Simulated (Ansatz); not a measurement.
Consider the atomization: `F[SiH]([SiH3])C[SiH3]` → C• + F• + 9 H• + 3 Si•.

Gas-phase electronic energies from Ansatz, PBE0-D4/def2-TZVP geometries. CCSD(T)/CBS adds triple-zeta CCSD(T) − MP2 to the extrapolated MP2 energy (def2 sets, frozen cores). This one scheme is used for every species, atoms too. DFT in def2-TZVPP. Open shells (•) are unrestricted, without spin–orbit coupling. Spin–orbit coupling would lower the free atoms: a little for C, F, Si. One conformer a species, not always the lowest.

`F[SiH]([SiH3])C[SiH3]`:

Z-matrix (Å, degrees):
```
Si
Si 1 2.346
C 1 1.859 2 112.5
F 1 1.610 2 108.3 3 120.6
H 1 1.488 2 110.5 3 -122.7
H 2 1.489 1 109.3 3 70.0
H 2 1.488 1 110.6 3 -49.5
H 2 1.487 1 110.4 3 -170.3
Si 3 1.876 1 114.4 2 -55.6
H 3 1.095 1 109.0 2 65.5
H 3 1.096 1 108.7 2 -177.6
H 9 1.487 3 110.5 1 -51.7
H 9 1.486 3 110.7 1 -172.2
H 9 1.487 3 109.8 1 67.8
```

| level | ΔE (kJ/mol) | difference from CCSD(T)/CBS |
| --- | --- | --- |
| PBE-D4 | 4608.5 | -37.6 |
| PBE0-D4 | 4587.8 | -58.3 |
| B2PLYP | 4569.0 | -77.1 |
| PBE | 4574.5 | -71.6 |
| PBE0 | 4558.6 | -87.5 |
| HF/def2-TZVPP | 3555.3 | -1090.8 |
| SCS-MP2/def2-TZVPP | 4558.8 | -87.3 |
| CCSD/def2-TZVPP | 4486.9 | -159.2 |
| SCS-MP2/def2-QZVPP | 4636.9 | -9.2 |
| MP2/CBS(def2) | 4649.2 | 3.1 |
| CCSD(T)/CBS | 4646.1 | 0 |

Largest T1 diagnostic among the species: 0.012.

The D4 term adds +54.8 kJ/mol with B3LYP and +29.3 kJ/mol with PBE0; it sums over pairs of atoms, weighted by their polarisabilities, and B3LYP, whose exchange is more repulsive, gets the larger term. In def2-TZVPP, CCSD(T) changes the Hartree–Fock value by +975.0 kJ/mol (the triples alone add +43.4 kJ/mol) and MP2 by +978.1 kJ/mol; breaking electron pairs costs correlation energy, which Hartree–Fock lacks. From PBE to PBE0 (25 % exact exchange), in def2-TZVPP and without D4, ΔE moves by −16.0 kJ/mol: exact exchange takes away binding that semilocal exchange gives to molecules.

B3LYP here is the variant with VWN-RPA as its local correlation; programs differ in this.

For atomizations the MP2-based limit and the directly extrapolated one differ by several kJ/mol either way, and by 10 to 25 for some Ge, Se and Sn compounds, so smaller differences from it don't rank the levels.
